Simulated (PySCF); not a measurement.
## Working with the constants of SrB

CAM-B3LYP constants of SrB, ⁴Σ⁻ (quartet), unpaired electrons σ ↑, π ↑↑ (PySCF, scalar-relativistic core potentials, basis sets Sr def2-SVPD with ECP28, B def2-SVPD; masses 87.9056 and 11.0093 u):

| Quantity | Value |
| --- | --- |
| ωe | 409.0 cm⁻¹ |
| ωexe | 1.88 cm⁻¹ |
| Be | 0.2753 cm⁻¹ |
| αe | 0.00182 cm⁻¹ |
| D (centrifugal) | 4.99e-07 cm⁻¹ |
| De to Sr + B | 0.57 eV |

Task: Give the vibrational terms G(v) and spacings up to v = 6.

Result: G(v) = ωe(v+½) − ωexe(v+½)².

```csv
v,G(v) (cm⁻¹),G(v) − G(v−1),Bv (cm⁻¹)
0,204.0,,0.2744
1,609.3,405.2,0.2726
2,1010.8,401.5,0.2707
3,1408.5,397.7,0.2689
4,1802.4,394.0,0.2671
5,2192.6,390.2,0.2653
6,2579.1,386.4,0.2635
```

A state of this spin cannot dissociate to the ground-state fragments, so its own limit lies higher than the one that De refers to.

Spin–orbit coupling is left out. The state was picked by a PBE0 search and need not be the measured ground state.
